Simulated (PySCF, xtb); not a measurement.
**Relaxing a trial structure of CH4BrSi−**

The starting geometry of this gas-phase singlet was built from a drawn formula by distance geometry and a force field; its bonds are those of `[SiH2-]CBr`.

```json
{"atom": "C", "x (Å)": "0.6214", "y (Å)": "2.8337", "z (Å)": "1.2930"}
{"atom": "Br", "x (Å)": "2.1458", "y (Å)": "3.6784", "z (Å)": "2.2301"}
{"atom": "Si", "x (Å)": "0.6229", "y (Å)": "3.2665", "z (Å)": "-0.4833"}
{"atom": "H", "x (Å)": "0.4489", "y (Å)": "4.6878", "z (Å)": "-0.6818"}
{"atom": "H", "x (Å)": "1.8512", "y (Å)": "2.7778", "z (Å)": "-1.2005"}
{"atom": "H", "x (Å)": "0.7648", "y (Å)": "1.7842", "z (Å)": "1.4816"}
{"atom": "H", "x (Å)": "-0.2761", "y (Å)": "3.1842", "z (Å)": "1.8462"}
```

Task: Predict what it relaxes into with r2SCAN-D4/def2-SVPD.

Result: It falls apart into CH4Si + Br (formulas without charges). Contacts that open: C1–Br2 (1.98 → 3.67 Å).

The energy falls by 0.94 eV over 30 steps:

```csv
step,E − E(last) (eV)
1,0.943
4,0.227
7,0.171
11,0.024
14,0.012
17,0.006
20,0.000
24,0.000
27,0.000
30,0.000
```

Final geometry (Å):

```yaml
atoms:
  - { symbol: C, position_ang: [0.9411, 3.2575, 0.3747] }
  - { symbol: Br, position_ang: [1.0178, 2.4720, 3.9637] }
  - { symbol: Si, position_ang: [0.7867, 3.5598, -1.3042] }
  - { symbol: H, position_ang: [-0.0268, 4.6737, -1.8672] }
  - { symbol: H, position_ang: [1.4375, 2.7251, -2.3528] }
  - { symbol: H, position_ang: [1.5270, 2.4373, 0.8009] }
  - { symbol: H, position_ang: [0.4611, 3.8556, 1.1555] }
```

From the same start GFN2-xTB ends elsewhere, at `[CH2-][SiH2]Br`.

No frequencies were run, so the end isn't proven a minimum. Run with PySCF 2.14.0, 5.2 min on 2 threads of Intel(R) Xeon(R) Platinum 8259CL CPU @ 2.50GHz (Skylake/Cascade Lake), with other jobs on the host.
